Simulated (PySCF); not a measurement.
TeCl₃, SMILES Cl[Te+](Cl)Cl, charge +1.

Geometry optimised at B3LYP-D3(BJ)/def2-SVP. The spin state was assumed, not searched. The isomer is the one that the SMILES or the coordinates give; other isomers of the formula were not compared. The def2 effective core potentials stand for the cores of Te; spin–orbit coupling is left out.

Two levels are set side by side: TDA-PBE/def2-SVPD (PySCF) and TDA-B3LYP/def2-SVPD (PySCF). Vertical, same geometry. The lowest singlet is HOMO→LUMO 89 % with PBE and HOMO−1→LUMO 98 % with the other functional; states are paired by order. Differences are taken from unrounded values.

```tsv
quantity	TDA-B3LYP	TDA-PBE	TDA-PBE minus TDA-B3LYP
lowest singlet excitation (eV)	4.44	4.03	-0.41
lowest triplet excitation (TDA) (eV)	3.91	3.73	-0.18
```

Functionals without exact exchange tend to place singlet excitations lower, as here. Differences between two approximate levels are no errors against the true value.

Rough cost on one machine, each run with all the roots and properties that it gave: TDA-B3LYP against TDA-PBE within a factor of 2.
